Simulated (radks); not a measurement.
Values are calculated unless marked as measured or tabulated.
Effect of the nuclear size on the palladium ion Pd3+, [Kr] 4d7. Code: a radial shooting solver on a logarithmic mesh with Libxc functionals. Model: Dirac Kohn-Sham, PBE, spin-unpolarised, spherical densities, finite nucleus; open shells fill j = l - 1/2 first; Fermi nuclear charge, rms radius 4.5318 fm. The rms radius is varied about that value; shifts are against it.

\begin{tabular}{lrrrrrrr}
rms radius (fm) & total energy shift (eV) & density at nucleus (e/bohr^3) & 1s1/2 shift (meV) & 2s1/2 shift (meV) & 4s1/2 shift (meV) & 4p1/2 shift (meV) & 5s1/2 (empty) shift (meV) \\ \hline
3.7478 & -0.795 & 1.361e+05 & -335 & -37.2 & -1.29 & 0.061 & -0.196 \\
4.2644 & -0.286 & 1.339e+05 & -120 & -13.4 & -0.464 & 0.022 & -0.071 \\
4.5318 & 0 & 1.328e+05 & 0.000 & 0.000 & 0.000 & 0.000 & 0.000 \\
4.8626 & 0.375 & 1.316e+05 & 158 & 17.5 & 0.607 & -0.029 & 0.092 \\
5.3475 & 0.966 & 1.3e+05 & 407 & 45.1 & 1.56 & -0.074 & 0.238 \\
\end{tabular}

Slopes of the eigenvalues against <r^2> in GHz/fm^2, as finite differences over the two radii next to the reference (eigenvalue slopes, not the field-shift constants of lines): 1s1/2 12300, 2s1/2 1370, 4s1/2 47.4, 4p1/2 -2.25, 5s1/2 (empty) 7.22.
